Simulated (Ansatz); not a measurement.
`Cl[Si](Cl)(Cl)[SnH2][Si](Cl)(Cl)Cl` + CH₃SH → `CS[Si](Cl)(Cl)Cl` + `Cl[Si](Cl)(Cl)[SnH3]`  (cleavage of the Si–Sn bond)

Computed with Ansatz on PBE0-D4/def2-TZVP structures; ΔE is electronic, products minus reactants. CCSD(T)/CBS is the MP2 limit (def2-TZVPP, def2-QZVPP) plus CCSD(T) − MP2 in def2-TZVPP, frozen cores. This one scheme is used for every species. Functionals use def2-TZVPP. B3LYP here is the variant with VWN-RPA as its local correlation; programs differ in this. HSE06 is defined as in plane-wave codes. def2 core potentials past Kr. For Sn outer-core shells are correlated without core-valence functions, which leaves a few kJ/mol of doubt a bond. One conformer a species, not always the lowest.

`Cl[Si](Cl)(Cl)[SnH2][Si](Cl)(Cl)Cl`:

Z-matrix (Å, degrees):
```
Si
Cl 1 2.042
Cl 1 2.044 2 108.3
Cl 1 2.041 2 108.3 3 117.2
Sn 1 2.561 2 110.2 3 -122.2
Si 5 2.561 1 106.5 2 -58.3
H 5 1.702 1 109.9 2 -177.3
H 5 1.702 1 109.9 2 60.7
Cl 6 2.042 5 110.3 1 61.1
Cl 6 2.042 5 110.2 1 -58.4
Cl 6 2.044 5 111.5 1 -178.6
```

CH₃SH:

```xyz
6

C     0.171   -0.045    0.459
S    -0.440   -0.651   -1.130
H     1.097    0.517    0.343
H     0.374   -0.929    1.063
H    -0.577    0.560    0.970
H    -0.625    0.547   -1.704
```

`CS[Si](Cl)(Cl)Cl`:

```xyz
9

C    -0.376   -1.051    1.112
S     0.017   -1.186   -0.658
Si    0.347    0.836   -1.090
Cl   -1.296    1.981   -0.707
Cl    0.811    0.952   -3.060
Cl    1.867    1.620    0.018
H     0.465   -0.637    1.666
H    -1.269   -0.448    1.266
H    -0.566   -2.068    1.454
```

`Cl[Si](Cl)(Cl)[SnH3]`:

Cartesian coordinates in Å:
```
Cl 2.567 -0.705 -0.591
Si 0.753 0.178 -0.930
Cl 1.076 2.175 -1.240
Cl -0.014 -0.607 -2.657
Sn -0.840 -0.200 1.039
H -0.150 0.479 2.440
H -2.326 0.555 0.692
H -1.066 -1.874 1.248
```

```tsv
level	ΔE (kJ/mol)
ωB97X-V	-36.3
B3LYP	-34.2
HSE06	-34.7
MP2/def2-SVP	-38.9
```

Question: What does CCSD(T)/CBS give? (Best estimate.)

Answer: Computed: -31.3 kJ/mol. The listed levels differ from it by -5.0, -2.9, -3.4, -7.6 kJ/mol.

Largest T1 diagnostic among the species: 0.012.

In def2-TZVPP, CCSD(T) changes the Hartree–Fock value by +7.0 kJ/mol (the triples alone add +0.1 kJ/mol) and MP2 by +4.9 kJ/mol. Leaving LDA and LC-ωPBE aside and taking each functional with its dispersion term where it has one, the values, not all of them listed here, spread over 20.3 kJ/mol, from B97M-V to BLYP-D4. LDA lies −5.7 kJ/mol from PBE without D4. The D4 term adds +4.7 kJ/mol with B3LYP and +4.0 kJ/mol with PBE0; it sums over pairs of atoms, weighted by their polarisabilities, and B3LYP, whose exchange is more repulsive, gets the larger term.

CCSD(T)/CBS has its own doubt, a few kJ/mol and more with outer-core shells, so smaller differences from it don't rank the levels.
